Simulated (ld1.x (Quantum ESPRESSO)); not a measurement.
Hg, TM: configuration errors across variants

mercury (Hg), norm-conserving Troullier–Martins (Kleinman–Bylander form), made with ld1.x (Quantum ESPRESSO) 7.5 (BP86, scalar-relativistic). Core [Kr] 4d10 4f14, reference 5s2 5p6 5d9 6s0 6p0 (charge +3). Waves: 5s (bound): rc 1.40 bohr; 5p (bound): rc 1.45 bohr; 5d (bound): rc 1.50 bohr; 5f channel at 0.15 Ry: rc 1.30 bohr. Local part: all-electron potential smoothed inside 1.20 bohr (lloc = -2). Core correction: none.

All-electron excitation energies from the reference (eV): (1) 5s2 5p6 5d10 6s2 6p0 -65.626; (2) 5s2 5p6 5d10 6s1 6p0 -54.755; (3) 5s2 5p6 5d10 6s0 6p0 -35.632; (4) 5s2 5p6 5d10 6s0 6p1 -47.261; (5) 5s2 5p6 5d9 6s2 6p0 -49.991; (6) 5s2 5p6 5d10 6s0 6p2 -52.970; (7) 5s2 5p6 5d9 6s2 6p1 -55.260.

Tests that are not counted but printed errors over 1 eV. “all radii scaled by about 1.19 (s 1.66, p 1.72, d 1.78, f 1.54 bohr); local potential all-electron potential smoothed inside 1.42 bohr (lloc = -2)”: 5s2 5p6 5d9 6s2 6p1 (solver errors, printed error -4071 eV); 5s2 5p6 5d9 6s2 6p0 (an occupied level unbound or not found, printed error -17.8 eV); 2 more.

A true bound ghost makes a file unfit for plane-wave use even where its test errors are small: the radial tests pick states by their node count and pass the ghost by. Where a test does run into it, the solver fails or the error is huge.

Errors AE − PS in meV (a dash: test not solved or not reliable):

| change | (1) | (2) | (3) | (4) | (5) | (6) | (7) | bound ghosts |
| --- | --- | --- | --- | --- | --- | --- | --- | --- |
| base | +332 | +209 | +11 | +64 | +459 | +84 | +452 | none |
| all radii scaled by about 0.75 (s 1.04, p 1.08, d 1.12, f 0.98 bohr); local potential all-electron potential smoothed inside 0.90 bohr (lloc = -2) | +6136 | +3868 | +11 | +118 | +8522 | +159 | +7977 | f |
| all radii scaled by about 1.19 (s 1.66, p 1.72, d 1.78, f 1.54 bohr); local potential all-electron potential smoothed inside 1.42 bohr (lloc = -2) | – | – | +11 | +250 | – | +345 | – | s |
| all radii scaled by about 1.27 (s 1.78, p 1.84, d 1.90, f 1.66 bohr); local potential all-electron potential smoothed inside 1.52 bohr (lloc = -2) | +5853 | +3490 | +8.7 | +142 | +7575 | +195 | +7127 | none |
| all radii scaled by about 1.37 (s 1.92, p 2.00, d 2.06, f 1.78 bohr); local potential all-electron potential smoothed inside 1.64 bohr (lloc = -2) | +3039 | +1828 | +6.5 | +40 | +4019 | +53 | +3722 | none |

Q: Give the same row for: all radii scaled by about 1.06 (s 1.48, p 1.54, d 1.58, f 1.38 bohr); local potential all-electron potential smoothed inside 1.26 bohr (lloc = -2).

A: -704, -418, +9.6, -43, -950, -65, -906; bound ghosts: none.
